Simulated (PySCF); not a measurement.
## Spinor energies of W⁺ (tungsten, charge +1)

Start: [Xe] 4f14 5d4 6p1; 5d5/2 filled at m_j = -1/2, +1/2, +3/2, +5/2; 6p3/2 filled at m_j = +3/2. Calculated with PySCF 2.14 in x2c-TZVPall-2c (11s11p10d2f, 108 functions): generalised Hartree-Fock with the X2C-1e Hamiltonian and a Gaussian nucleus; spin-orbit coupling (SO) screened by Boettger's factors. This is a chosen level, not necessarily the ground level.

```
spinor shell  electrons  ε, screened SO (eV)  weight of nominal j (screened SO)  rms radius, screened SO (bohr)
       1s1/2          2             -69889.2                              1.000                          0.0208
       2s1/2          2             -12209.7                              1.000                          0.0838
       2p1/2          2             -11655.1                              1.000                          0.0713
       2p3/2          4             -10296.9                              1.000                          0.0787
       3s1/2          2              -2881.1                              1.000                           0.214
       3p1/2          2              -2634.5                              1.000                           0.206
       3p3/2          4              -2335.8                              1.000                           0.221
       3d3/2          4              -1925.3                              1.000                           0.195
       3d5/2          6              -1860.9                              1.000                           0.199
       4s1/2          2              -634.29                              1.000                           0.478
       4p1/2          2              -530.65                              1.000                           0.487
       4p3/2          4              -460.85                              1.000                           0.519
       4d3/2          4              -290.03                              1.000                           0.544
       4d5/2          6              -277.11                              1.000                           0.556
       5s1/2          2              -103.32                              1.000                            1.15
       5p1/2          2              -68.504                              0.993                            1.26
       5p3/2          4              -60.114                              0.923                            1.33
       4f5/2          6              -60.748                              0.970                           0.694
       4f7/2          8              -58.773                              0.983                           0.688
       5d5/2          4              -18.119                              0.941                            2.11
       6p3/2          1               -9.648                              1.000                            4.35
```

```
   quantity   screened SO
E (hartree)  -16149.01350
        M_J          11/2
       ⟨J²⟩        37.112
       ⟨L²⟩        29.505
       ⟨S²⟩         2.684
```

The determinant has a definite M_J but mixes levels of different J.

Each row is a mean over spinors that exchange with the open shell spreads, by up to 3.989 eV (5p3/2).

Breit and QED terms are absent; they matter most for the inner s and p1/2 levels.

Densities and radii are taken from the X2C orbitals without a picture-change correction, which distorts them close to the nucleus.
